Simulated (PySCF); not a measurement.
**Working out the ionisation energy of Ru+**

Ru+ [Kr] 4d7 (4F) → Ru(2+) [Kr] 4d6 (5D). Calculation: PySCF 2.14, in aug-cc-pVTZ-DK (9s8p6d3f2g, 102 functions); scalar relativity by spin-free X2C-1e. Frozen: [Kr]. Energies in hartree (1 hartree = 27.21139 eV):

| part | Ru+ (lower) | Ru(2+) (upper) |
| --- | --- | --- |
| UHF | -4527.624610 | -4527.076571 |
| CCSD correlation | -0.161283 | -0.110879 |
| (T) | -0.005507 | -0.002264 |

Task: What does Hartree-Fock give?

Result: (-4527.076571) − (-4527.624610) = 0.548039 hartree = 14.913 eV.

Task: What do CCSD and CCSD(T) give?

Result: The CCSD correlation energies differ by 0.050404 hartree = 1.372 eV and the triples by 0.003243 hartree = 0.088 eV, so CCSD gives 16.285 eV and CCSD(T) 16.373 eV.

A first-order spin-orbit estimate adds 0.051 eV to CCSD(T) (valence), giving 16.424 eV against 16.76 ± 0.06 eV (semi-empirical (NIST evaluation); NIST Atomic Spectra Database, ionization energies).

What remains against the reference includes basis incompleteness, the frozen core and higher excitations.
